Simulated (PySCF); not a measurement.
**Iron: a sound run and one with changed settings**

Sound run: Fe⁺ [Ar] 3d6 4s1, Fe²⁺ [Ar] 3d6. All numbers are calculated (PySCF 2.14, the spin-free X2C one-electron Hamiltonian (Gaussian nucleus), in x2c-SVPall (5s3p3d1f, 36 functions)). In the sound run the correlated levels freeze [Ar]. The sound run starts from symmetry-adapted Hartree-Fock orbitals and uses a fine grid where one is needed.

Changed run: basis STO-3G, all-electron and non-relativistic. This setting is unsound on purpose.

| species | method | sound run (hartree) | changed run (hartree) | converged |
| --- | --- | --- | --- | --- |
| Fe⁺ | UHF | -1270.89440 | -1248.57315 | yes |
| Fe⁺ | r2SCAN | -1272.08279 | -1249.52395 | yes |
| Fe⁺ | M06-L | -1272.02624 | -1249.46969 | yes |
| Fe⁺ | MP2 | -1270.97892 | -1248.57347 | yes |
| Fe²⁺ | UHF | -1270.33356 | -1248.07201 | yes |
| Fe²⁺ | r2SCAN | -1271.47495 | -1249.00489 | yes |
| Fe²⁺ | M06-L | -1271.44228 | -1249.00890 | yes |
| Fe²⁺ | MP2 | -1270.40814 | -1248.07228 | yes |

Ionisation energy of Fe⁺:

```csv
method,sound run (eV),changed run (eV)
UHF,15.261,13.637
r2SCAN,16.540,14.124
M06-L,15.890,12.539
MP2,15.532,13.638
SCS-MP2,15.428,13.638
```

A minimal basis cannot let orbitals breathe on ionisation and holds almost no correlation. The Hamiltonian changed with the basis, so the totals do not compare.

For comparison, NIST gives 16.199 eV between the lowest levels.
